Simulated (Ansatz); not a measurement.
Si(Cl)2(OH)(NH2) (Cl₂H₃NOSi), SMILES N[Si](O)(Cl)Cl.

Coordinates come from a PBE-D3(BJ)/def2-SVP optimisation. This is a generated structure with no PubChem entry under its InChIKey; it may be hypothetical. Other conformers were not sampled.

Two levels are set side by side: PBE/def2-SVPD (Ansatz, a quantum-chemistry and plane-wave program) and PBE0/def2-SVPD (Ansatz). Energy differences of separate SCF runs at the same geometry; the states with an electron removed or added have multiplicity 2 and 2. Differences are taken from unrounded values.

| quantity | PBE0 | PBE | PBE minus PBE0 |
|---|---|---|---|
| vertical ionisation energy (eV) | 10.50 | 10.04 | -0.45 |
| vertical singlet–triplet gap (eV) | 6.55 | 6.06 | -0.49 |
